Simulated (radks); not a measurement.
Problem. Spherical quantum dot in the effective-mass picture: electrons in a parabolic well V = omega^2 r^2 / 2 with omega = 0.188, all in effective atomic units (hartree* = m*/eps^2 hartree, bohr* = eps/m* bohr), one dielectric constant everywhere. Calculated with a radial shooting solver with Libxc functionals: non-relativistic Kohn-Sham, LDA (Slater exchange, Perdew-Wang correlation), spin-polarised, spherical densities. Levels are named by radial order and angular momentum (1s, 1p, 1d, 2s, ...), and open shells are averaged over m. At N = 13 the configuration is 1s2 1p6 1d(up 5, down 0). Does electron 14 go into 2s up or 2s down or 1d down?

Solution. Into 1d down. The total energies of the other choices lie higher by 0.0130 hartree* (2s up), 0.0271 hartree* (2s down).
